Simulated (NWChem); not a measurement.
System: InH3; SMILES [InH3]

The following NWChem deck was run.

```
start job
memory heap 200 mb stack 900 mb global 1100 mb
geometry units angstroms noautoz
  In     0.000000     0.000000     0.000000
  H      1.233959     1.233959     0.000000
  H      0.451660    -1.685620     0.000000
  H     -1.685620     0.451660     0.000000
end
basis spherical
  In library def2-svpd
  H library def2-svpd
end
ecp
  In library def2-ecp
end
dft
  xc pbe0
  iterations 150
  mulliken
end
task dft energy
```

Output (shortened):

```
             Northwest Computational Chemistry Package (NWChem) 7.3.0
             --------------------------------------------------------

 D3H symmetry detected

                             Geometry "geometry" -> ""
                             -------------------------

 Output coordinates in angstroms (scale by  1.889725989 to convert to a.u.)

  No.       Tag          Charge          X              Y              Z
 ---- ---------------- ---------- -------------- -------------- --------------
    1 In                  49.0000     0.00000000     0.00000000     0.00000000
    2 H                    1.0000     1.23395926     1.23395926     0.00000000
    3 H                    1.0000     0.45166044    -1.68561969     0.00000000
    4 H                    1.0000    -1.68561969     0.45166044     0.00000000

 Effective nuclear repulsion energy (a.u.)      45.1013884493

      Symmetry information
      --------------------

 Group name             D3h
 Group number             27
 Group order              12
 No. of unique centers     2

                                 NWChem DFT Module
                                 -----------------

 Summary of "ao basis" -> "ao basis" (spherical)
 ------------------------------------------------------------------------------
       Tag                 Description            Shells   Functions and Types
 ---------------- ------------------------------  ------  ---------------------
 In                        def2-svpd                12       32   5s4p3d
 H                         def2-svpd                 4        8   2s2p

      Symmetry analysis of basis
      --------------------------

        a1'        12
        a1"         0
        a2'         2
        a2"         6
        e'         26
        e"         10

  Rotation of axis

            General Information
            -------------------
          SCF calculation type: DFT
          Wavefunction type:  closed shell.
          No. of atoms     :     4
          No. of electrons :    24
           Alpha electrons :    12
            Beta electrons :    12
          Charge           :     0
          Spin multiplicity:     1
          Use of symmetry is: on ; symmetry adaption is: on
          Maximum number of iterations: 150
          AO basis - number of functions:    56
                     number of shells:    24
          Convergence on energy requested:  1.00D-06
          Convergence on density requested:  1.00D-05
          Convergence on gradient requested:  5.00D-04

              XC Information
              --------------
                         PBE0 Method XC Functional
                     Hartree-Fock (Exact) Exchange  0.250
          PerdewBurkeErnzerhof Exchange Functional  0.750
            Perdew 1991 LDA Correlation Functional  1.000 local
           PerdewBurkeErnz. Correlation Functional  1.000 non-local

             Grid Information
             ----------------
          Grid used for XC integration:  medium
          Radial quadrature: Mura-Knowles
          Angular quadrature: Lebedev.
          Tag              B.-S. Rad. Rad. Pts. Rad. Cut. Ang. Pts.
          ---              ---------- --------- --------- ---------
          In                  1.55      123          10.0       590
          H                   0.35       45          10.0       434
          Grid pruning is: on
          Number of quadrature shells:   168
          Spatial weights used:  Erf1

      Superposition of Atomic Density Guess
      -------------------------------------

 Sum of atomic energies:        -219.54655510

      Non-variational initial energy
      ------------------------------

 Total energy =    -190.689159
 1-e energy   =    -375.203616
 2-e energy   =     164.885162
 HOMO         =      -0.328594
 LUMO         =      -0.021058

      Symmetry analysis of molecular orbitals - initial
      -------------------------------------------------

  Numbering of irreducible representations:

     1 a1'         2 a1"         3 a2'         4 a2"         5 e'
     6 e"

  Orbital symmetries:

     1 a1'         2 e'          3 e'          4 a2"         5 e'
     6 e'          7 a1'         8 e"          9 e"         10 a1'
    11 e'         12 e'         13 a2"        14 a1'        15 a1'
    16 e'         17 e'         18 e"         19 e"         20 e'
    21 e'         22 a1'

     ---------------------------------------------
      Total Density - Mulliken Population Analysis
     ---------------------------------------------

    Atom       Charge   Shell Charges
 -----------   ------   -------------------------------------------------------
    1 In  21    20.53   2.60 -0.60  0.83  0.44  0.00  3.23  2.77  0.86  0.36  9.69  0.35  0.01
    2 H    1     1.16   0.68  0.47  0.01  0.00
    3 H    1     1.16   0.68  0.47  0.01  0.00
    4 H    1     1.16   0.68  0.47  0.01  0.00

   convergence    iter        energy       DeltaE   RMS-Dens  Diis-err
 ---------------- ----- ----------------- --------- --------- ---------
 d= 0,ls=0.0,diis     1   -191.8629302166 -2.11D+02  1.15D-02  4.64D-02
 d= 0,ls=0.0,diis     2   -191.8750786285 -1.21D-02  2.32D-03  4.79D-03
 d= 0,ls=0.0,diis     3   -191.8758303821 -7.52D-04  8.51D-04  1.78D-03
 d= 0,ls=0.0,diis     4   -191.8760110882 -1.81D-04  8.50D-05  5.80D-06
 d= 0,ls=0.0,diis     5   -191.8760123511 -1.26D-06  4.42D-06  2.30D-08
 d= 0,ls=0.0,diis     6   -191.8760123573 -6.19D-09  6.56D-07  5.18D-10

         Total DFT energy =     -191.876012357313
      One electron energy =     -375.487187853336
           Coulomb energy =      181.740295851276
    Exchange-Corr. energy =      -17.758415807985
 Nuclear repulsion energy =       19.629295452732

 Numeric. integr. density =       24.000011174791

                  Occupations of the irreducible representations
                  ----------------------------------------------

                     irrep           alpha         beta
                     --------     --------     --------
                     a1'               3.0          3.0
                     a1"               0.0          0.0
                     a2'               0.0          0.0
                     a2"               1.0          1.0
                     e'                6.0          6.0
                     e"                2.0          2.0

                       DFT Final Molecular Orbital Analysis
                       ------------------------------------

 Vector   10  Occ=2.000000D+00  E=-4.398654D-01  Symmetry=a1'
              MO Center=  8.0D-16, -7.9D-16, -7.3D-17, r^2= 2.5D+00
   Bfn.  Coefficient  Atom+Function         Bfn.  Coefficient  Atom+Function
  ----- ------------  ---------------      ----- ------------  ---------------
     3      0.671918  1 In s                  1     -0.411942  1 In s
     4      0.187750  1 In s                 33      0.182998  2 H  s
    41      0.182998  3 H  s                 49      0.182998  4 H  s
    20      0.090464  1 In d  0               2      0.088564  1 In s
    34      0.070544  2 H  s                 42      0.070544  3 H  s

 Vector   11  Occ=2.000000D+00  E=-2.997460D-01  Symmetry=e'
              MO Center= -2.7D-01,  5.5D-01, -3.1D-16, r^2= 3.1D+00
   Bfn.  Coefficient  Atom+Function         Bfn.  Coefficient  Atom+Function
  ----- ------------  ---------------      ----- ------------  ---------------
    12      0.386836  1 In px                49     -0.327067  4 H  s
    33      0.292750  2 H  s                 50     -0.178342  4 H  s
    34      0.159630  2 H  s                 18     -0.127579  1 In d -2
    15      0.119201  1 In px                 9     -0.118221  1 In px
     6     -0.110578  1 In px                22      0.090926  1 In d  2

 Vector   12  Occ=2.000000D+00  E=-2.997460D-01  Symmetry=e'
              MO Center=  2.7D-01, -5.5D-01, -3.1D-15, r^2= 3.1D+00
   Bfn.  Coefficient  Atom+Function         Bfn.  Coefficient  Atom+Function
  ----- ------------  ---------------      ----- ------------  ---------------
    13      0.386836  1 In py                41     -0.357852  3 H  s
    33      0.208645  2 H  s                 42     -0.195128  3 H  s
    49      0.149207  4 H  s                 22     -0.127579  1 In d  2
    16      0.119201  1 In py                10     -0.118221  1 In py
    34      0.113769  2 H  s                  7     -0.110578  1 In py

 Vector   13  Occ=0.000000D+00  E=-7.024879D-02  Symmetry=a2"
              MO Center= -1.4D-18,  2.9D-17,  7.0D-17, r^2= 4.4D+00
   Bfn.  Coefficient  Atom+Function         Bfn.  Coefficient  Atom+Function
  ----- ------------  ---------------      ----- ------------  ---------------
    17      0.569426  1 In pz                14      0.511972  1 In pz
    11     -0.147608  1 In pz                 8     -0.136890  1 In pz
    40      0.025624  2 H  pz                48      0.025624  3 H  pz
    56      0.025624  4 H  pz

 Vector   14  Occ=0.000000D+00  E= 6.098300D-04  Symmetry=a1'
              MO Center= -9.8D-15,  3.0D-14,  4.7D-18, r^2= 8.8D+00
   Bfn.  Coefficient  Atom+Function         Bfn.  Coefficient  Atom+Function
  ----- ------------  ---------------      ----- ------------  ---------------
     4      1.527720  1 In s                  5     -1.215047  1 In s
     3      0.490897  1 In s                 34     -0.372777  2 H  s
    42     -0.372777  3 H  s                 50     -0.372777  4 H  s
     1     -0.305765  1 In s                 30      0.236900  1 In d  0
    33     -0.152556  2 H  s                 41     -0.152556  3 H  s

[...]
```

Level: PBE0/def2-SVPD with def2 effective core potentials on In. All runs use the structure optimised with PBE-D3(BJ)/def2-SVP. def2 effective core potentials on In; no spin-orbit coupling.
